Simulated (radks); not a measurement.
Effect of the nuclear size on neutral palladium, [Kr] 4d10. Calculated with a radial shooting solver on a logarithmic mesh with Libxc functionals: Dirac Kohn-Sham, BLYP, spin-unpolarised, spherical densities, finite nucleus; Fermi nuclear charge, rms radius 4.5318 fm. The rms radius is varied about that value; shifts are against it.

rms radius (fm)  total energy shift (eV)  density at nucleus (e/bohr^3)  1s1/2 shift (meV)  2s1/2 shift (meV)  3p1/2 shift (meV)  4s1/2 shift (meV)  5s1/2 (empty) shift (meV)
3.639                             -0.896                      1.367e+05               -377              -41.9              0.431              -1.47                     -0.093
4.2916                            -0.258                      1.338e+05               -109              -12.0              0.124             -0.423                     -0.027
4.5318                                 0                      1.328e+05              0.000              0.000              0.000              0.000                      0.000
4.781                              0.280                      1.319e+05                118               13.1             -0.135              0.460                      0.029
5.1073                             0.667                      1.308e+05                281               31.2             -0.321               1.09                      0.069

Slopes of the eigenvalues against <r^2> in GHz/fm^2, as finite differences over the two radii next to the reference (eigenvalue slopes, not the field-shift constants of lines): 1s1/2 12300, 2s1/2 1370, 3p1/2 -14.1, 4s1/2 48.1, 5s1/2 (empty) 3.04.
